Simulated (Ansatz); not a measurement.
Species: sum formula SiN3H7F (charge +1, singlet). It need not be the lowest isomer of its formula. 
Structure (B3LYP-D3(BJ)/def2-TZVP (Ansatz, an electronic-structure program) minimum search):
```xyz
12

Si    -0.1755     0.0560     0.0456
F     -0.3357    -0.8294     1.3445
N      1.6208    -0.4628    -0.3025
N     -0.0578     1.7150     0.1642
N     -1.1493    -0.5059    -1.1792
H      2.2604    -0.2273     0.4597
H      1.9805    -0.0231    -1.1512
H      0.5991     2.2040     0.7543
H     -0.8548     2.2978    -0.0505
H     -1.3755     0.0217    -2.0080
H     -1.7078    -1.3414    -1.0870
H      1.6803    -1.4750    -0.4335
```
Charge +1, spin multiplicity 1.

Basis-set convergence of Hartree-Fock and CCSD(T) correlation energies (hartree) with Ansatz. Valence correlation only, unless marked. Spin-orbit coupling is left out. No relativistic terms.

```csv
basis,functions,E(HF),"E(corr, CCSD(T))",rough core time
cc-pV(D+d)Z,114,-555.77124,-0.85272,under 20 s
cc-pV(T+d)Z,257,___,___,5 min
```

### Question
Some entries are withheld; supply them.

### Answer

- cc-pV(T+d)Z, E(HF): -555.89488
- cc-pV(T+d)Z, E(corr, CCSD(T)): -1.07395
